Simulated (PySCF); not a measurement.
A structure optimised at PBE-D3(BJ)/def2-SVP, used in a PySCF frequency run:

```
C
O 1 1.2345
C 1 1.5020 2 123.54
H 3 1.1072 1 110.77 2 -0.67
H 3 1.1110 4 110.36 1 121.34
H 3 1.1110 4 110.21 5 117.07
B 1 1.5954 2 108.13 3 -179.97
F 7 1.3405 1 118.24 2 -88.10
C 7 1.5247 8 120.88 1 -173.74
C 9 1.2300 8 155.75 7 174.54
H 10 1.0826 8 162.97 7 176.80
```
Charge 0, spin multiplicity 1.

**Question.** Write its SMILES and formula.

**Answer.** C#CB(F)C(C)=O, C4H4BFO

**Question.** What are its rotational constants (standard atomic weights)?

**Answer.** 3.6161, 1.7931, 1.5213 GHz
